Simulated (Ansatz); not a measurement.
```yaml
crystal:
  periodic: [false, false, false]
  atoms:
    - {symbol: C, position_ang: [-0.686021, 0.978390, -0.943413]}
    - {symbol: B, position_ang: [0.449485, -0.483892, -0.372348]}
    - {symbol: C, position_ang: [0.629568, -0.973380, 1.523996]}
    - {symbol: O, position_ang: [1.678509, -0.220608, 2.321750]}
    - {symbol: H, position_ang: [-1.861365, 0.383664, -1.349253]}
    - {symbol: H, position_ang: [-1.012014, 1.864836, 0.040610]}
    - {symbol: H, position_ang: [-0.213239, 1.642193, -2.037814]}
    - {symbol: H, position_ang: [1.251998, -1.282578, -1.354544]}
    - {symbol: H, position_ang: [-0.126296, -1.966500, 2.149642]}
basis:
  gaussian: {orbitals: "6-31G*"}
magnetization: {spin_polarized: true, initial_magnetization: 1}
hamiltonian: {xc: {name: B3LYP5}}
accuracy: high
```

```sh
$ ansatz run in.yaml --threads 2 --pin off --events-out ev --progress --plain --max-ram 4352MiB
```

It prints (some lines left out):

```
Error: a molecule whose nuclei and cores have a total charge of 30 cannot have a net charge of 0 together with 1 unpaired electrons
```

Task: Something in this input is off. What?

Result: The number of unpaired electrons doesn't fit the electron count. The program refused the input.

B3LYP here is the variant with VWN-RPA as its local correlation; programs differ in this.
